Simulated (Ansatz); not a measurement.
Basis-set extrapolation for AlBH₈Si₂ (PBE0-D4/def2-TZVP geometry, frozen core, Ansatz 0.2.0). Multiplicity 1, RHF reference.

```
                      def2-TZVPP   def2-QZVPP
                 HF  -849.091492  -849.117527
    MP2 correlation    -0.467668    -0.498111
CCSD(T) correlation    -0.556222      not run
```

Energies in hartree. Use E(X) = E(∞) + A·exp(−7.88·√X) for Hartree–Fock and E(X) = E(∞) + B·X^(−2.97) for correlation, with X = 3 and 4, and add CCSD(T) minus MP2 of the smaller set to the MP2 limit.

Question: What is the CCSD(T) energy at the basis-set limit?

Answer: HF limit: -849.117527 + (-0.026035) × 0.13774 = -849.12111. MP2 limit: -0.498111 + (-0.030443) × 0.74074 = -0.52066. Higher-order term: -0.556222 − (-0.467668) = -0.08855. Total: -849.73032 hartree, 216.9 kJ/mol below CCSD(T)/def2-TZVPP.
